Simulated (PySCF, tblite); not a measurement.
Compound: C8H14OP (charge +1).
Atom-mapped SMILES: `[CH3:1]/[CH:2]=[CH:3]\[P@@H+:4]1[CH2:5][CH:6]=[C:7]([O:8][CH3:9])[CH2:10]1` (hydrogens: H11, H12, H13 on C1; H14 on C2; H15 on C3; H16 on P4; H17, H18 on C5; H19 on C6; H20, H21, H22 on C9; H23, H24 on C10)

The geometry is computed with GFN2-xTB (gas phase).

Q: List the bond lengths, angles and torsions at this level.

A: 
```
                  bond  length (bohr)
                 C1–C2          2.789
                 C2=C3          2.522
                 C3–P4          3.373
                 P4–C5          3.450
                 C5–C6          2.851
                 C6=C7          2.521
                 C7–O8          2.524
                 O8–C9          2.678
                C7–C10          2.879
                P4–C10          3.423
C1–H11, C1–H12, C1–H13          2.061
                C2–H14          2.046
                C3–H15          2.045
                P4–H16          2.609
                C5–H17          2.070
                C5–H18          2.067
                C6–H19          2.031
C9–H20, C9–H21, C9–H22          2.061
               C10–H23          2.068
               C10–H24          2.066
```

Bonds in one row agree within 0.02 bohr and their mean is given. A selection of angles:
```
      angle  degrees
  C2–C1–H11    111.8
  C2–C1–H12    109.8
 H11–C1–H12    109.4
 H12–C1–H13    106.4
   C1–C2–C3    125.2
  C1–C2–H14    116.0
  C3–C2–H14    118.8
   C2–C3–P4    123.3
  C2–C3–H15    122.0
  P4–C3–H15    114.7
   C3–P4–C5    114.9
  C3–P4–C10    110.4
  C3–P4–H16    111.8
  C5–P4–C10     96.8
  C5–P4–H16    111.9
 C10–P4–H16    110.0
   P4–C5–C6    102.3
  P4–C5–H17    111.1
  P4–C5–H18    111.3
  C6–C5–H17    111.9
  C6–C5–H18    112.1
 H17–C5–H18    108.1
   C5–C6–C7    117.5
  C5–C6–H19    118.1
  C7–C6–H19    124.4
   C6–C7–O8    129.9
  C6–C7–C10    116.9
  O8–C7–C10    113.2
   C7–O8–C9    118.2
  O8–C9–H20    105.7
  O8–C9–H21    110.9
 H20–C9–H21    109.8
 C7–C10–H23    110.3
 C7–C10–H24    111.3
  P4–C10–C7    102.4
 P4–C10–H23    112.0
 P4–C10–H24    113.0
H23–C10–H24    107.8
```

Torsions: C1–C2–C3–P4 0° (synperiplanar); C2–C3–P4–C5 -73° (synclinal); C3–P4–C5–C6 -98° (anticlinal); P4–C5–C6–C7 -13° (synperiplanar); C5–C6–C7–O8 -179° (antiperiplanar); C6–C7–O8–C9 2° (synperiplanar); C6–C7–C10–P4 13° (synperiplanar); C3–P4–C10–C7 102° (anticlinal).

Of the pairs four or more bonds apart, P4···H11 is among the closest relative to their van der Waals radii: 2.65 Å, 88 % of the sum of Bondi's values. C7 (vinylic carbon bearing oxygen) is planar (angles 129.9°, 116.9° and 113.2°, sum 360.0°, 0.00 Å off the plane of its three neighbours). The 5 C–C bonds span 1.334 Å (C6=C7, drawn double) to 1.524 Å (C7–C10, drawn single), a spread of 0.190 Å. C6 (alkene CH carbon) is planar (angles 124.4°, 118.1° and 117.5°, sum 360.0°, 0.01 Å off the plane of its three neighbours). P4 (phosphonium phosphorus) has angles from 96.8° to 114.9°. C2 (alkene CH carbon) is planar (angles 125.2°, 118.8° and 116.0°, sum 360.0°, 0.00 Å off the plane of its three neighbours). The 5-membered ring P4–C5–C6–C7–C10 has internal angles of 96.8° to 117.5°; it is puckered, 0.10 Å rms from its mean plane, widest ring torsion 18°.

Point group: C1 (no symmetry element, even within 0.4 Å). Its GFN2-xTB frequencies are all real (lowest 27 cm⁻¹). 3 starts were optimised and ended at 0.00, 1.00 and 3.79 kcal/mol (GFN2-xTB); the lowest of these is shown.

One conformer stands for the species.
